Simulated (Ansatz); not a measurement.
Reactions of Cl$_{2}$FH$_{3}$O$_{2}$Si$_{2}$, SMILES `O[SiH](O)[Si](F)(Cl)Cl`.

Program: Ansatz. Geometries: PBE0-D4/def2-TZVP. ΔE: electronic, gas phase. CBS: MP2 limit from def2 TZ/QZ plus the TZ coupled-cluster correction, frozen cores. This one scheme is used for every species, atoms too. DFT in def2-TZVPP. Open shells (•) are unrestricted, without spin–orbit coupling. Spin–orbit coupling would lower the free atoms: a little for Cl, F, O, Si. For Ge outer-core shells are correlated without core-valence functions, so the limit isn't a true one: a few kJ/mol of doubt a bond, and 10 to 20 or more in all where bonds break to atoms. Scalar relativity is left out up to krypton. One conformer a species, not always the lowest.

```tsv
reaction	B2PLYP (kJ/mol)	r2SCAN-D4 (kJ/mol)	PBE0-D4 (kJ/mol)
`O[SiH](O)[Si](F)(Cl)Cl` → `Cl[Si]Cl` + `O[SiH](O)F`	92	121	122
`O[SiH](O)[Si](F)(Cl)Cl` → `O[Si](F)(Cl)Cl` + `O[SiH]`	160	186	186
`O[SiH](O)[Si](F)(Cl)Cl` + `O[Si](F)(F)F` → `O[SiH](O)O[Si](F)(F)F` + `F[SiH](Cl)Cl`	-162	-154	-141
`O[SiH](O)[Si](F)(Cl)Cl` → 2 Cl• + F• + 3 H• + 2 O• + 2 Si•	3717	3802	3747
`O[SiH](O)[Si](F)(Cl)Cl` + `N[Si](F)(F)F` → `O[SiH](O)N[Si](F)(F)F` + `F[SiH](Cl)Cl`	-104	-100	-89
`O[SiH](O)[Si](F)(Cl)Cl` → `O[Si@@H](Cl)O[Si@H](F)Cl`	-168	-161	-148
`O[SiH](O)[Si](F)(Cl)Cl` + `[NH2][GeH2][OH]` → `[OH][GeH2][NH][SiH](O)O` + `F[SiH](Cl)Cl`	-121	-116	-106
`O[SiH](O)[Si](F)(Cl)Cl` + H₂ → `O[SiH](O)[SiH](Cl)Cl` + H–F	117	124	108
`O[SiH](O)[Si](F)(Cl)Cl` + `[NH2][GeH3]` → `O[SiH](O)[NH][GeH3]` + `F[SiH](Cl)Cl`	-105	-98	-89
`O[SiH](O)[Si](F)(Cl)Cl` + `O[SiH](O)F` → `O[SiH](O)O[SiH](O)F` + `F[SiH](Cl)Cl`	-161	-154	-141
```

(1) Give the CCSD(T)/CBS values in the same order. (Best estimate.)

Largest T1 diagnostic: 0.016, for `O[SiH]`.

## Answers

(1) The calculation gave: 106, 168, -160, 3808, -104, -167, -122, 113, -106, -160 kJ/mol.
